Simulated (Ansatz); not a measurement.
A set of 12 reactions (hydrogenolysis), with CCSD(T)/CBS values in kJ/mol:

```tsv
reaction	ΔE
`CC[Se]C=N` + H₂ → `CC[SeH]` + `C=N`	-30.9
`CN(C)B(F)S` + H₂ → `CN(C)BF` + H₂S	32.9
`C#CCCCCCCC` + H₂ → `CCCCC` + `C#CCC`	-57.4
`F[SiH2][SiH](Cl)Cl` + H₂ → `F[SiH2][SiH2]Cl` + HCl	77.5
`C=C(O)S` + H₂ → `C=CS` + H₂O	-81.7
`C=[CH][Al]([CH3])[CH3]` + H₂ → `[CH3][AlH][CH3]` + `C=C`	-8.1
`C=CB(N)[SiH2]F` + H₂ → `C=CB(N)[SiH3]` + H–F	101.5
`N[SiH2]P` + H₂ → `[SiH3]P` + NH₃	21.3
`COC[SiH2]P` + H₂ → `[SiH3]P` + `COC`	-34.0
`F[SiH]([SiH3])O[SiH3]` + H₂ → `[SiH3]O[SiH2][SiH3]` + H–F	128.8
`C#CCCCCCCC` + H₂ → `CCCCCC` + `C#CC`	-56.6
`[OH][Ga]([SH])[Cl]` + H₂ → `[SH][GaH][Cl]` + H₂O	34.0
```

Computed with Ansatz on PBE0-D4/def2-TZVP structures; ΔE is electronic, products minus reactants. CCSD(T)/CBS adds triple-zeta CCSD(T) − MP2 to the extrapolated MP2 energy (def2 sets, frozen cores). This one scheme is used for every species. Functionals use def2-TZVPP. B3LYP here is the variant with VWN-RPA as its local correlation; programs differ in this. For Ga, Se outer-core shells are correlated without core-valence functions, which leaves a few kJ/mol of doubt a bond. Scalar relativity is left out up to krypton. Each species was taken in one conformer, which may not be the lowest.

Task: Give the mean, mean absolute and largest difference (level minus CCSD(T)/CBS, kJ/mol) for: PBE-D4, r2SCAN-D4, B3LYP-D4, ωB97X-V, ωB97M-V, PBE, r2SCAN, PBE0, B3LYP, MP2/def2-TZVPP, CCSD(T)/def2-TZVPP, MP2/def2-QZVPP, SCS-MP2/def2-QZVPP, HF/CBS(def2). (Estimate.)

Result: The calculation gave: 
```
             level   mean  mean absolute  largest
            PBE-D4    2.6            5.7     18.1
         r2SCAN-D4    5.0            6.1     15.5
          B3LYP-D4    0.6            3.6      9.9
           ωB97X-V   -0.6            3.4     11.3
           ωB97M-V    0.3            2.7      9.6
               PBE   -2.7            6.9     14.7
            r2SCAN    3.3            5.9     14.7
              PBE0   -6.2            7.4    -13.3
             B3LYP   -7.7            9.4    -21.6
    MP2/def2-TZVPP    5.0            5.0     11.0
CCSD(T)/def2-TZVPP   -1.4            2.6     -6.2
    MP2/def2-QZVPP    5.9            5.9     10.4
SCS-MP2/def2-QZVPP    1.1            2.3      6.2
      HF/CBS(def2)  -17.8           19.5    -37.8
```

The largest T1 diagnostic in the set is 0.013, for `C=CB(N)[SiH3]` (customary mark 0.02).

CCSD(T)/CBS is a level of theory with its own doubt, and the functionals carry their triple-zeta basis error, so these figures describe this set and don't rank the functionals.
